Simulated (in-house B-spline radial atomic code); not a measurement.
**RPA and G0W0 on LDA exchange-only: Tc⁺**

Configuration [Kr] 4d5 5s1, highest spin, mean-field start LDA exchange-only. Computed with a B-spline radial code for spherical atoms: all electrons, non-relativistic, point nucleus, each spin shell either full or empty, empty states to l = 9 with an (l + 1/2)⁻⁴ tail; G0W0 by contour deformation at full frequency.

Without relativity these are model numbers: it shifts the levels of so heavy an element strongly and can reorder them.

Command:
```bash
python run_gw.py task.json out
```
Settings (radii: box in bohr, nucleus in fm):
```
Z                        43
electrons                42
configuration            [Kr] 4d5 5s1
hamiltonian              nr
method                   lda,
lmax                     9
spin_polarised           True
box_radius               23.78
intervals                54
ion_configuration        [Kr] 4d5
```

Cost of the run: 4.6 s on 1 thread of AMD EPYC 9R45 96-Core Processor, with other jobs on the host.

Energies (hartree):

| term | value |
| --- | --- |
| mean-field total | -4198.16985 |
| Hartree-Fock functional on these orbitals | -4204.54705 |
| direct second order | -3.5675 |
| second-order exchange | 1.049 |
| SOSEX correction | 0.95923 |

Problem. What is the RPA correlation energy, and what remains with SOSEX?

Solution. RPA gives -3.0988 hartree (-2.01 eV per electron); RPA + SOSEX gives -2.1396, and the second-order doubles -2.5184 hartree (no singles). SOSEX takes back 31 % of the RPA value.

Quasi-particle levels (eV):

```
  level  occupied  mean field  Σx - vxc     Σc  QP weight    G0W0
  5s up       yes     -11.390     -2.86      ?          ?       ?
4d down        no     -10.272      6.83  -4.69      0.862  -8.134
```

G0W0 = mean field + (Σx - vxc) + Σc, with Σc (partial-wave tail included) taken at the quasi-particle energy. Only the outer levels were computed. Levels of low weight are left out.

Problem. Where does G0W0 put 5s up?

Solution. At -15.499 eV, with Σc = -1.25 eV and a quasi-particle weight of 0.914. The tabulated removal energy is 15.260 eV (NIST, semi-empirical); the calculation leaves out relativity, Breit and QED terms, and what these don't explain is the method's own error.

Problem. What does it cost to remove one electron (to [Kr] 4d5) by differences of total energies, each species on its own start (correlation terms add to the Hartree-Fock functional)?

Solution. LDA exchange-only 14.735 eV, Hartree-Fock functional 13.661 eV, + RPA 15.273 eV, + RPA + SOSEX 14.431 eV, + second order 15.283 eV. Tabulated: 15.260 eV (NIST, semi-empirical); the calculation leaves out relativity, Breit and QED terms, and what these don't explain is the method's own error.
